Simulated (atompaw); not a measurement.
# Building the PAW (atompaw) potential for Hf (PBE, scalar-relativistic).

Input for atompaw 4.2.0.5:

```
Hf 72
GGA-PBE scalarrelativistic loggrid 2001 logderivrange -5 5 251
6 6 5 4 0 0
6 0 1.5
6 1 0
5 2 2
0 0 0
c
c
c
c
c
v
c
c
c
v
v
c
c
v
c
2
2.75 2.60 2.20 2.30
y
0.05
n
n
y
0.25
n
custom polynom2 7 10 vanderbiltortho besselshape
bessel
2.75
2.75
2.40
2.05
2.75
2.75
PWSCFOUT
UPFDX 0.0125d0 UPFXMIN -7.d0 UPFZMESH 72.d0
END
```

Command:

```bash
atompaw < Hf.input > Hf.log
```

Resulting log (summary file):

```
Completed calculations for Hf (AE)

 Exchange-correlation type: GGA, Perdew-Burke-Ernzerhof

 Radial integration grid is logarithmic
 r0 =   9.4764859E-05 h =   6.8230699E-03   n =      2001 rmax =   8.0000000E+01

 Scalar relativistic calculation

 AEatom converged in  49 iterations
   nz     =  72.00
   delta  =       3.686708393203E-17

 All Electron Orbital energies:
  n  l      occupancy      energy
  1  0      2.0000000E+00 -4.7988552E+03
  2  0      2.0000000E+00 -8.2088785E+02
  3  0      2.0000000E+00 -1.8722922E+02
  4  0      2.0000000E+00 -3.7913981E+01
  5  0      2.0000000E+00 -5.1676173E+00
  6  0      1.5000000E+00 -5.8422962E-01
  2  1      6.0000000E+00 -7.2075799E+02
  3  1      6.0000000E+00 -1.5732084E+02
  4  1      6.0000000E+00 -2.8103999E+01
  5  1      6.0000000E+00 -2.8574227E+00
  6  1      0.0000000E+00 -2.7724045E-01
  3  2      1.0000000E+01 -1.2194529E+02
  4  2      1.0000000E+01 -1.5432152E+01
  5  2      2.0000000E+00 -4.2691170E-01
  4  3      1.4000000E+01 -1.4793627E+00

 Total energy
   Total                    :   -30156.19500039778359

 ---
 Completed calculations for Hf (SC)

 Exchange-correlation type: GGA, Perdew-Burke-Ernzerhof

 Radial integration grid is logarithmic
 r0 =   9.4764859E-05 h =   6.8230699E-03   n =      2001 rmax =   8.0000000E+01

 Scalar relativistic calculation

 SCatom converged in   1 iterations
   nz     =  72.00
   delta  =       2.012575186823E-17

 Valence Electron Orbital energies:
  n  l      occupancy      energy
   6  0      1.5000000E+00 -5.8422962E-01
   5  1      6.0000000E+00 -2.8574227E+00
   6  1      0.0000000E+00 -2.7724045E-01
   5  2      2.0000000E+00 -4.2691170E-01

 Total energy
   Total                    :   -30156.19500039785635
   Valence                  :     -663.72101441413110

 PAW parameters:
       lmax =            2
         rc =    2.7682632724426979
        irc =         1508
   rc_shape =    2.6033793454503096
    rc_vloc =    2.2101274777458118
    rc_core =    2.3024881329708089
   Vloc: truncated form - Vps(r)=A.sin(qr)/r for r<rc
   Projector type: improved polynomial pseudization + Vanderbilt ortho.
   Bessel compensation charge shape zeroed at   2.6034E+00

 Number of basis functions     6
 No.   n  nodes  l      Energy         Cp coeff         Occ
  1    6    5    0   -0.5842296E+00  0.2418795E+03  0.1500000E+01
  2  999    6    0    0.5000000E-01  0.4084299E+02  0.0000000E+00
  3    5    3    1   -0.2857423E+01 -0.1268497E+01  0.6000000E+01
  4    6    4    1   -0.2772404E+00 -0.9604710E+01  0.0000000E+00
  5    5    2    2   -0.4269117E+00 -0.2915316E+02  0.2000000E+01
  6  999    3    2    0.2500000E+00 -0.4802616E-01  0.0000000E+00

 Eigenvalues of overlap operator (in the basis of projectors):
    1        1.73163952E-02
    2        3.26896873E-01
    3        9.87602079E+00
    4        3.63254300E+01
    5        4.61125856E+02
    6        1.37914702E+03

 Orbital leakage outside PAW augmentation regions
   orb  is_core?  %out_of_sphere
   1 0    T           0.00
   2 0    T           0.00
   3 0    T           0.00
   4 0    T           0.00
   5 0    T           0.12
   6 0    F          65.77
   2 1    T          -0.00
   3 1    T          -0.00
   4 1    T           0.00
   5 1    F           1.05
   6 1    F          88.93
   3 2    T           0.00
   4 2    T           0.00
   5 2    F          29.46
   4 3    T           0.11

 Summary of PAW energies
   Total valence energy     :   -663.72103314941705
   Smooth energy            :     10.21056538469570
   One center               :   -673.93159853411271
   Smooth kinetic           :      5.68895362937000
   Vloc energy              :      1.08648215669698
   Smooth exch-corr         :     -3.19887876878994
   One-center xc            :   -611.78974233220606
```

The run took about 15 s on one core of a shared server CPU.
